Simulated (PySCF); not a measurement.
CH₇AlO₂Si.

```xyz
12

Al    -0.6833     0.6653     0.8219
H     -1.1974     1.0622     2.2429
O     -1.2823     1.5195    -0.5083
C     -1.1633     1.5670    -1.8994
H     -0.8030     2.5600    -2.2243
H     -0.4618     0.8083    -2.2958
H     -2.1452     1.3997    -2.3782
O      0.4446    -0.5865     0.6084
Si     1.5375    -1.7776     0.2867
H      0.9701    -3.1109     0.6444
H      2.7871    -1.5609     1.0734
H      1.8893    -1.7876    -1.1651
```
Charge 0, spin multiplicity 1.

The structure is a stationary point at B3LYP-D3(BJ)/def2-SVP. The values are those of a single conformer.

Calculation: PBE/pcSseg-1 run with PySCF. Non-relativistic, no solvent.

### Question
Give the absolute GIAO shielding of each atom: isotropic value and principal components (ppm). (The exact figures need the calculation; the answer reports its results.)

### Answer

```csv
atom,σ(iso),σ11,σ22,σ33,span
Al1,453.4,400.5,457.3,502.5,101.9
H2,27.4,23.5,25.2,33.6,10.1
O3,280.1,208.0,310.4,321.7,113.7
C4,123.1,91.5,99.4,178.4,86.9
H5,27.1,23.2,24.6,33.5,10.3
H6,26.8,22.2,25.7,32.6,10.3
H7,27.1,23.2,24.7,33.5,10.3
O8,287.0,254.2,294.7,312.1,57.9
Si9,377.6,331.1,333.3,468.3,137.2
H10,25.9,22.7,24.2,30.8,8.1
H11,25.9,22.7,24.1,30.8,8.1
H12,25.8,22.5,24.4,30.4,7.9
```
